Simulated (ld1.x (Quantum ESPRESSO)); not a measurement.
What one change does to a pseudopotential (antimony (Sb), TM)

ld1.x (Quantum ESPRESSO) 7.5 input, shortened:

```
&input
   title='Sb', zed=51., rel=1, dft='PBE', iswitch=3,
   config='[Kr] 4d10 5s2 5p3 5d-2'
 /
 &inputp
   pseudotype=2, tm=.true., lloc=1,
   nlcc=.true., new_core_ps=.true., rcore=1.00
 /
3
5S  1  0   2.00   0.00  1.70  1.70  0.0
5D  3  2  -2.00   0.15  2.60  2.60  0.0
5P  2  1   3.00   0.00  2.35  2.35  0.0
 &test
   configts(1)='5s2 5p3'
 /
```

All-electron outer shells of the reference configuration (PBE, scalar-relativistic, ld1.x):

```
shell  level (eV)  outermost node (bohr)  outermost maximum (bohr)
   4p     -101.79                   0.39                      0.76
   4d      -33.51                   0.38                      0.84
   5s      -12.83                   0.95                      1.90
   5p       -4.83                   1.04                      2.35
```

Change: wave 5p (bound): rc 2.35 bohr becomes 5p (bound): rc 2.90 bohr.

Cutoffs: the cutoffs (Ry, on a coarse ladder) from which the occupation-weighted sum of valence levels, in a spherical-Bessel basis at the reference potential, stays within 10 and 1 mRy of its value at 400 Ry; they do not see the model core or the augmentation charge, which bear on the density cutoff. Errors are all-electron minus pseudo energies relative to the spin-unpolarised reference configuration.

Problem. Predict the effect on cutoff, ghosts and configuration errors.

Solution. The potential gets softer (30 Ry and 55 Ry → 25 Ry and 55 Ry); of the 7 tests that both files solve, the error grows in 0 and shrinks in 6 by more than 15 % and 0.3 meV (median size 13.6 → 1.1 meV); neither file shows a bound ghost. A larger radius leaves more room for a smooth pseudo-wave, so fewer plane waves are needed. That the errors move this way runs against the usual rule that smaller radii transfer better.

| quantity | base | changed |
| --- | --- | --- |
| cutoff, loose | 30 Ry | 25 Ry |
| cutoff, tight | 55 Ry | 55 Ry |
| loose cutoff by channel (10 mRy a level) | s 21 Ry, p 10 Ry | s 18 Ry, p 6 Ry |
| bound ghosts | none | none |
| error for 5s2 5p2, meV [ΔE 8.32 eV] | -4.7 | +1.1 |
| error for 5s2 5p1, meV [ΔE 24.28 eV] | -31 | +4.5 |
| error for 5s2 5p0, meV [ΔE 48.70 eV] | -120 | -0.3 |
| error for 5s0 5p5, meV [ΔE 16.43 eV] | -56 | -17 |
| error for 5s2 5p2.5, meV [ΔE 3.26 eV] | -1.1 | 0.0 |
| error for 5s1 5p4, meV [ΔE 8.11 eV] | -14 | -1.5 |
| error for 5s2 5p3.3, meV [ΔE -1.16 eV] | +0.2 | +0.5 |
